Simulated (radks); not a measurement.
Polarisability of neutral cadmium, [Kr] 4d10 5s2, at imaginary frequency. All-electron calculation, scalar-relativistic Kohn-Sham, PBE, spin-polarised, spherical densities, finite nucleus; Fermi nuclear charge, rms radius 4.6087 fm. Program: a radial shooting solver on a logarithmic mesh with Libxc functionals. Response by self-consistent Sternheimer equations with the Hartree and adiabatic LDA kernel, the relativistic mass of each level held fixed and spin-orbit coupling left out.

w (hartree),alpha1(iw) (bohr^3),alpha2(iw) (bohr^5)
0.00266,47.43,455.3
0.0143,47.22,454.2
0.0360,46.11,448.0
0.0697,42.88,428.9
0.118,36.65,387.7
0.186,28.27,320.6
0.280,20.04,237.8
0.413,13.56,158.3
0.605,9.004,96.25
0.892,5.878,54.23
1.35,3.682,28.43
2.12,2.096,13.62
3.59,0.9922,5.629
6.94,0.3458,1.757
17.5,0.07517,0.3059

Static values: alpha1 = 47.44 bohr^3 (7.030 angstrom^3; uncoupled 88.77), alpha2 = 455.4 bohr^5, alpha3 = 8121 bohr^7. C6 = 424.7, C8 = 22110, triple-dipole C9 = 13860 atomic units. One-pole (London) frequency 4 C6 / (3 alpha1^2) = 0.252 hartree, against 0.208 for minus the highest occupied eigenvalue. Recommended static value: 46 bohr^3 (Schwerdtfeger and Nagle, 2023 table).
